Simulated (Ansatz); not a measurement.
Species: sum formula H3SiO3 (charge 0, doublet). It need not be the lowest isomer of its formula. 
Geometry from a B3LYP-D3(BJ)/def2-TZVP (Ansatz, a first-principles code) optimisation:
```xyz
7

O     -0.6455     1.3335    -0.7219
Si    -0.0450     0.1448     0.2714
O      1.5193    -0.0804    -0.1559
O     -0.8702    -1.2691     0.2661
H     -0.2473     0.7375     1.6065
H      1.9211    -0.9282     0.0511
H     -1.0718    -1.7078    -0.5643
```
Charge 0, spin multiplicity 2.

Basis-set convergence of Hartree-Fock and CCSD(T) correlation energies (hartree) with Ansatz. Correlated levels leave the core frozen unless marked. UHF or UKS for open shells. No spin-orbit coupling. No relativistic terms.

```
basis        functions       E(HF)  E(corr, CCSD(T))
-----------  ---------  ----------  ----------------
cc-pV(D+d)Z         80  -515.37215          -0.64919
cc-pV(T+d)Z        171  -515.48258          -0.83464
cc-pV(Q+d)Z        319  -515.50640          -0.89797
```

Extrapolating the two largest sets (X = 3 and 4) as X^-3: E(corr) = (64·(-0.89797) - 27·(-0.83464))/37 = -0.9442 Eh, an estimate of the basis-set limit. The largest set recovers 95.1 % of it, the smallest 68.8 %.
